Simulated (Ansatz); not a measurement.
Reaction (redistribution): `O[SiH2][SiH2]O` + `C=C=C(O)[SiH3]` → `C=C=C(O)[SiH2]O` + `O[SiH2][SiH3]`

Isolated molecules relaxed with PBE0-D4/def2-TZVP in Ansatz; ΔE leaves out vibrations. CBS: MP2 limit from def2 TZ/QZ plus the TZ coupled-cluster correction, frozen cores. Each species was taken in one conformer, which may not be the lowest.

`O[SiH2][SiH2]O`:

```xyz
10

O    -0.111   -1.084   -1.358
Si    0.674    0.300   -0.863
Si   -0.299    0.535    1.268
O    -1.239   -0.812    1.443
H     0.096   -1.448   -2.220
H     0.406    1.428   -1.801
H     2.152    0.093   -0.853
H    -1.126    1.769    1.370
H     0.717    0.589    2.354
H    -1.271   -1.370    0.660
```

`C=C=C(O)[SiH3]`:

```xyz
11

C    -2.004   -0.016   -0.941
C    -0.946    0.165   -0.203
C     0.139    0.320    0.510
O     0.230    1.100    1.637
Si    1.725   -0.551    0.024
H    -2.706   -0.822   -0.741
H    -2.226    0.632   -1.785
H    -0.628    1.505    1.807
H     2.792    0.451   -0.238
H     2.171   -1.442    1.127
H     1.454   -1.343   -1.198
```

`C=C=C(O)[SiH2]O`:

```xyz
12

C     2.118   -1.258   -0.314
C     0.895   -0.868   -0.092
C    -0.311   -0.418    0.128
O    -1.439   -1.201    0.232
Si   -0.620    1.414    0.359
O    -1.711    1.985   -0.732
H     2.795   -1.500    0.501
H     2.507   -1.359   -1.324
H    -1.194   -2.125    0.111
H    -1.112    1.620    1.749
H     0.647    2.138    0.125
H    -2.575    1.571   -0.742
```

`O[SiH2][SiH3]`:

Z-matrix (Å, degrees):
```
Si
Si 1 2.347
O 1 1.654 2 112.4
H 1 1.484 2 110.6 3 117.6
H 1 1.493 2 108.5 3 -123.5
H 2 1.489 1 110.0 3 177.8
H 2 1.491 1 110.1 3 58.6
H 2 1.488 1 111.4 3 -61.5
H 3 0.958 1 117.6 2 -58.8
```

| level | ΔE (kcal/mol) |
| --- | --- |
| SCS-MP2/def2-TZVPP | -3.7 |
| CCSD/CBS(def2) | -3.7 |

Question: What does CCSD(T)/CBS give? (Estimate.)

Answer: The calculation gave: -3.6 kcal/mol. The listed levels differ from it by -0.1, -0.1 kcal/mol.

Largest T1 diagnostic among the species: 0.013.
